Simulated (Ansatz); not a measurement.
The lowest singlet and triplet of O2 (SMILES O=O); geometries from B3LYP-D3(BJ)/def2-TZVP, each state relaxed from the structure named, with no frequency check, low spin by broken symmetry.
Singlet at the triplet's geometry (charge 0, multiplicity 1):
```xyz
2

O      0.00000     0.00000    -0.60213
O      0.00000     0.00000     0.60213
```

```csv
level,"gap E(singlet) − E(triplet), vertical, at the triplet's geometry (kcal/mol)",cost
R-HF/cc-pVDZ,53.22,-
R-HF/cc-pVQZ,54.07,-
R-PBE/def2-TZVPP,37.98,×1
U-PBE/def2-TZVPP (spin-contaminated),8.88,×2
R-wB97X-V/def2-TZVPP,37.53,×2
U-wB97X-V/def2-TZVPP (spin-contaminated),10.92,×5
R-wB97M-V/def2-TZVPP,34.86,×2
R-B2PLYP/def2-TZVPP,36.23,×1
R-MP2/cc-pVQZ,29.46,-
R-SCS-MP2/cc-pVDZ,25.64,-
R-SCS-MP2/cc-pVTZ,23.07,-
R-SCS-MP2/cc-pVQZ,21.79,-
R-CCSD/cc-pVQZ,32.60,-
R-CCSDT/cc-pVTZ,27.43,-
"SA-CASSCF(12,8)/cc-pVDZ",22.30,-
"SA-CASSCF(12,8)/cc-pVTZ",22.13,-
"SC-NEVPT2 on SA-CASSCF(12,8)/cc-pVTZ",22.71,-
"SC-NEVPT2 on SA-CASSCF(12,8)/cc-pVQZ",22.33,-
"FIC-MRCISD+Q on SA-CASSCF(12,8)/cc-pVDZ",24.22,-
"FIC-MRCISD+Q on SA-CASSCF(12,8)/cc-pVQZ",22.61,-
```

The rows run from 8.88 (U-PBE/def2-TZVPP (spin-contaminated)) to 54.07 kcal/mol (R-HF/cc-pVQZ). The 4 R-functionals in def2-TZVPP without D3 or D4 span 3.12, from R-wB97M-V to R-PBE.

A positive gap puts the triplet lower; no zero-point energy. R- takes a restricted singlet, here one determinant of a half-filled degenerate or near-degenerate pair, which mixes singlet states. U- takes an unrestricted singlet (broken symmetry where lower, unprojected). The triplet is unrestricted in single-reference levels. Active spaces average the two states.

Correlated levels freeze the cores.

Doubts at one or more of the structures used: a restricted determinant that unrestricted orbitals would lower (R-HF/cc-pVDZ, R-HF/cc-pVQZ, R-PBE/def2-TZVPP, R-wB97X-V/def2-TZVPP, R-wB97M-V/def2-TZVPP, R-B2PLYP/def2-TZVPP, R-MP2/cc-pVQZ, R-SCS-MP2/cc-pVDZ, R-SCS-MP2/cc-pVTZ, R-SCS-MP2/cc-pVQZ, R-CCSD/cc-pVQZ, R-CCSDT/cc-pVTZ); other coupled-cluster roots lie near (R-CCSDT/cc-pVTZ).

Codes used: Ansatz (Gaussian basis) for Hartree–Fock, density functionals and correlated methods. Each number belongs to the level named beside it.

Costs are rough ratios of core time to R-PBE/def2-TZVPP (about 0.9 s over the structures, on one shared machine); a dash marks a level with no comparable run of its own.

Ansatz is an electronic-structure program.
